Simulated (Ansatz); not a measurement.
Relaxation of C₂H₉BO (13 atoms, charge 0, multiplicity 1), to a largest force component of 0.03 eV/Å in at most 50 steps.

Level of theory: Ansatz 0.2.0, RKS B3LYP-D4/6-31G*.

```xyz
13
Properties=species:S:1:pos:R:3
B 0.031 0.586 -0.439
O -0.029 0.142 2.127
H -0.972 -0.084 2.167
C 1.399 -0.044 -0.878
H 1.328 -1.087 -1.209
H 1.807 0.545 -1.716
H 2.150 0.019 -0.081
C -1.367 -0.031 -0.810
H -1.363 -1.128 -0.822
H -2.212 0.317 -0.203
H -1.588 0.285 -1.845
H 0.058 1.685 0.041
H -0.031 1.075 1.802
```

Where does it end, and by what steps?

The run converged. The force dipped under the threshold on the way, but the program's further checks kept it going. After 20 steps the energy has fallen by 0.227 eV; H13 moved furthest, 0.89 Å.

```csv
step,energy less start (eV),largest force component (eV/Å),accepted
0,0.0000,0.692,yes
1,0.0295,2.582,no
2,-0.0277,1.045,yes
3,-0.0594,0.632,yes
4,-0.0918,1.023,yes
5,-0.1204,1.674,yes
6,-0.1793,0.347,yes
7,-0.1040,1.397,no
8,-0.2060,0.257,yes
9,-0.2100,0.207,yes
10,-0.2145,0.288,yes
11,-0.2230,0.035,yes
12,-0.2252,0.059,yes
13,-0.2152,0.624,no
14,-0.2262,0.015,yes
15,-0.2251,0.243,no
16,-0.2265,0.015,yes
17,-0.2265,0.096,no
18,-0.2267,0.018,yes
19,-0.2267,0.037,yes
20,-0.2268,0.021,yes
```

```xyz
13
Properties=species:S:1:pos:R:3
B -0.065 0.593 -0.214
O -0.144 0.012 1.526
H -0.956 0.410 1.885
C 1.348 0.015 -0.682
H 1.384 -1.082 -0.696
H 1.543 0.351 -1.710
H 2.202 0.371 -0.085
C -1.394 -0.047 -0.825
H -1.379 -1.146 -0.839
H -2.321 0.269 -0.324
H -1.495 0.280 -1.870
H -0.103 1.790 -0.006
H 0.592 0.463 1.975
```

Time of the run: 72 s on 1 thread of Arm Neoverse V1, on a shared host, peak memory 0.15 GiB.
